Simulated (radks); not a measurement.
Excited configurations of the silver ion Ag3+: one electron is placed in a higher orbital outside [Kr] 4d7. The ground configuration is [Kr] 4d8. Calculated with a radial shooting solver on a logarithmic mesh with Libxc functionals: scalar-relativistic Kohn-Sham, PBE, spin-polarised, spherical densities, finite nucleus; open shells are filled with parallel spins first (spin-orbit coupling, left out, can overturn this in heavy ions); Fermi nuclear charge, rms radius 4.5454 fm. Excitation = E - E(ground); binding = E(ion) - E, where the ion is the core of charge +4; n* = 4/sqrt(2 binding) in atomic units, and the quantum defect is n - n*.

outer orbital  excitation (eV)  binding (eV)     n*  eigenvalue (eV)
4f                      34.993        15.567  3.740          -12.592
5p                      19.954        30.605  2.667          -26.656
5d                      30.674        19.886  3.309          -17.174
6p                      34.359        16.201  3.666          -14.461
7p                      40.439        10.120  4.638           -9.112
7d                      42.583         7.976  5.224           -7.148
7f                      45.158         5.402  6.348           -4.831

The Delta-SCF ionisation energy is 50.560 eV (NIST Atomic Spectra Database: 49 eV, theoretical). Self-interaction in the functional shifts the binding energies and quantum defects, so they are the method's values and not measured ones. Open shells are spherical and high-spin; term and fine-structure splittings are not resolved.
